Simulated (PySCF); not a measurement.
C7H7, SMILES Cc1cc[c]cc1 (connectivity only; charge and spin as stated), charge +1, multiplicity 1. Atoms are numbered in the order given.

```xyz
14

C      2.3249    -0.0062     0.0000
C      0.8267     0.0114     0.0000
C      0.1123     0.0079     1.2067
C     -1.3130    -0.0012     1.2718
C     -1.6864    -0.0119     0.0000
C     -1.3130    -0.0012    -1.2718
C      0.1123     0.0079    -1.2067
H      2.6898    -1.0461     0.0000
H      2.7320     0.4900     0.8905
H      2.7320     0.4900    -0.8905
H      0.6215     0.0131     2.1771
H     -1.8895     0.0001     2.1988
H     -1.8895     0.0001    -2.1988
H      0.6215     0.0131    -2.1771
```
Charge +1, spin multiplicity 1.

Geometry optimised at PBE0-D3(BJ)/def2-SVP. The spin state was assumed, not searched. The isomer is the one that the SMILES or the coordinates give; other isomers of the formula were not compared.

Method: CAM-B3LYP/def2-TZVP (PySCF).

ESP charges are fitted to the potential on shells at 1.4 to 2.0 van der Waals radii. Atomic charges (e):

```csv
atom,Löwdin,IAO,Mulliken,ESP fit
C1,-0.23,-0.42,-0.39,-0.54
C2,-0.14,0.05,-0.04,0.20
C3,-0.02,-0.08,0.00,-0.06
C4,-0.03,-0.15,-0.17,-0.47
C5,0.25,0.38,0.35,0.68
C6,-0.03,-0.15,-0.17,-0.47
C7,-0.02,-0.08,0.00,-0.06
H8,0.15,0.18,0.18,0.19
H9,0.15,0.17,0.16,0.19
H10,0.15,0.17,0.16,0.19
H11,0.19,0.21,0.21,0.22
H12,0.20,0.25,0.25,0.35
H13,0.20,0.25,0.25,0.35
H14,0.19,0.21,0.21,0.22
```

Computed Mayer and Wiberg (Löwdin basis) orders of the bonds:
| bond | Mayer | Wiberg |
|---|---|---|
| C1–C2 | 0.92 | 1.23 |
| C2–C3 | 1.39 | 1.47 |
| C3–C4 | 1.24 | 1.43 |
| C4–C5 | 1.57 | 1.73 |
| C5–C6 | 1.57 | 1.73 |
| C2–C7 | 1.39 | 1.47 |
| C6–C7 | 1.24 | 1.43 |
| C1–H8 | 0.94 | 0.87 |
| C1–H9 | 0.98 | 0.88 |
| C1–H10 | 0.98 | 0.88 |
| C3–H11 | 0.92 | 0.79 |
| C4–H12 | 0.90 | 0.80 |
| C6–H13 | 0.90 | 0.80 |
| C7–H14 | 0.92 | 0.79 |
